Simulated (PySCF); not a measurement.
## Deuteron quadrupole couplings in `[SiH3]NC[SiH2]N([SiH3])[SiH3]`

Compound: CH₁₄N₂Si₄.
Geometry (GFN2-xTB, Å), atoms numbered from 1 in this order:
```xyz
21
CH14N2Si4 angstrom
Si     2.6135   -0.5610    0.8218
N      1.4472   -0.9727   -0.3662
C      1.0900   -0.0870   -1.4596
Si    -0.2490    1.2020   -0.9977
N     -1.3244    0.4794    0.1736
Si    -1.2054    0.8154    1.8817
Si    -2.3844   -0.8195   -0.3044
H      3.8316   -0.2506    0.0689
H      2.3129    0.5821    1.7024
H      2.7422   -1.7777    1.6235
H      0.6318   -1.4719   -0.0403
H      0.7431   -0.7036   -2.2975
H      2.0023    0.4093   -1.7933
H     -1.0312    1.5597   -2.1846
H      0.3417    2.3918   -0.3865
H     -0.5866   -0.3188    2.5761
H     -0.4062    2.0255    2.0426
H     -2.5654    1.0211    2.3849
H     -1.8697   -2.1011    0.1974
H     -2.4399   -0.8387   -1.7641
H     -3.7028   -0.5667    0.2753
```

Level: PBE0/pcSseg-1 (PySCF, non-relativistic); Q(2H) = 0.00286 b; rigid geometry, the same for H and D, with no vibrational averaging.

Question: Rank these positions by the coupling χzz of a deuteron there, largest first.
A. H9 (Si–H hydrogen)
B. H21 (Si–H hydrogen)
C. H12 (methylene hydrogen)
D. H13 (methylene hydrogen)
E. H11 (N–H hydrogen)

Answer: E (278 kHz), D (207 kHz), C (200 kHz), B (108 kHz), A (103 kHz).

Tabulate Vzz, the asymmetry η and χzz = 234.96 MHz × Q × Vzz for every hydrogen position.

| atom | bonded to | bond length (Å) | Vzz (au) | η | χzz (kHz) |
| --- | --- | --- | --- | --- | --- |
| H8 | Si1 | 1.465 | 0.1605 | 0.04 | 108 |
| H9 | Si1 | 1.474 | 0.1527 | 0.04 | 103 |
| H10 | Si1 | 1.463 | 0.1626 | 0.04 | 109 |
| H11 | N2 | 1.010 | 0.4139 | 0.19 | 278 |
| H12 | C3 | 1.097 | 0.2981 | 0.06 | 200 |
| H13 | C3 | 1.091 | 0.3075 | 0.09 | 207 |
| H14 | Si4 | 1.466 | 0.1600 | 0.03 | 107 |
| H15 | Si4 | 1.462 | 0.1616 | 0.04 | 109 |
| H16 | Si6 | 1.467 | 0.1588 | 0.03 | 107 |
| H17 | Si6 | 1.459 | 0.1633 | 0.05 | 110 |
| H18 | Si6 | 1.465 | 0.1598 | 0.04 | 107 |
| H19 | Si7 | 1.469 | 0.1564 | 0.03 | 105 |
| H20 | Si7 | 1.461 | 0.1618 | 0.05 | 109 |
| H21 | Si7 | 1.462 | 0.1614 | 0.03 | 108 |

Average by the element that carries the hydrogen.

on Si: 107 kHz over 11 positions, mean bond length 1.465 Å; on N: 278 kHz over 1 position, mean bond length 1.010 Å; on C: 204 kHz over 2 positions, mean bond length 1.094 Å.

How does χzz go with the bond length over the 11 Si–H bonds?

A straight-line fit has a slope of -4.8 kHz for each 0.01 Å, with a correlation coefficient of -0.97, over lengths from 1.459 to 1.474 Å. The longer bonds have the smaller couplings here.

Give the 2H NMR doublet splittings at H14 for a magnetic field along the z, y and x axes of the gradient: 3χ/2, 3χ(1 + η)/4, 3χ(1 − η)/4.

With |χ| = 107.5 kHz and η = 0.033: 161, 83 and 78 kHz, to first order and without motion.

Geometry: GFN2-xTB, one conformer, isolated molecule. GFN2-xTB bond lengths can be off by several hundredths of an ångström, more for odd bonds, and the gradients follow them. These gradients aren't converged with respect to the basis.

These values come from a run that also computed NMR shieldings. The run took 49 s of wall time on an Arm Neoverse V1 with one thread, no GPU, shared host with 32 logical CPUs at a one-minute load of 24, and the process peaked at 1.1 GiB of memory.
